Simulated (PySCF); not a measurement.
Compound: C4H10N2OSi2.
Structure used (PBE0-D3(BJ)/def2-SVP), in Å, numbered top down from 1:
```xyz
19
C4H10N2OSi2 angstrom
C      3.0275    0.9109   -0.0572
O      1.9060    0.2639   -0.5869
Si     0.8569   -0.6918    0.2807
C     -0.5416   -1.1706   -0.8748
C     -1.5880   -0.0317   -0.7996
C     -2.8797   -0.3793   -1.3582
N     -3.9222   -0.6719   -1.7718
Si    -1.6949    0.5410    1.0309
N     -0.0563    0.1693    1.4861
H      2.7439    1.7027    0.6603
H      3.5894    1.3832   -0.8773
H      3.7094    0.2087    0.4589
H      1.6385   -1.8038    0.8975
H     -0.9872   -2.1153   -0.5210
H     -0.2026   -1.3357   -1.9090
H     -1.2066    0.8435   -1.3556
H     -2.0415    1.9903    1.1234
H     -2.7223   -0.2406    1.7828
H      0.3138    0.3905    2.4039
```

The closed-shell ground state was solved at several levels (PySCF, density fitting, gas phase, non-relativistic).

```csv
level,basis functions,HOMO (eV),LUMO (eV),gap (eV),dipole (D)
wB97X-D/pcSseg-1,217,-9.84,1.95,11.79,5.89
CAM-B3LYP/def2-SVPD,271,-9.36,0.65,10.01,5.76
```

(1) Estimate the row for PBE0/pcSseg-1, a basis of 217 functions; the other rows only guide the guess.

(2) Over all these levels, which gives the widest orbital gap and which the narrowest?

(3) How far do the dipole and the HOMO energy spread over the levels?

Results:

(1) HOMO -7.95 eV, LUMO 0.16 eV, gap 8.11 eV, dipole 5.79 D.

(2) wB97X-D/pcSseg-1 (range-separated hybrid) has the widest, 11.79 eV, and PBE0/pcSseg-1 (global hybrid, 25 % exact exchange) the narrowest, 8.11 eV. The two share the basis. From the narrowest to the widest the HOMO moves by -1.89 eV and the LUMO by +1.79 eV.

(3) The dipole runs from 5.76 to 5.89 D (mean 5.81 D) and the HOMO from -9.84 to -7.95 eV.

One conformer stands for the species.
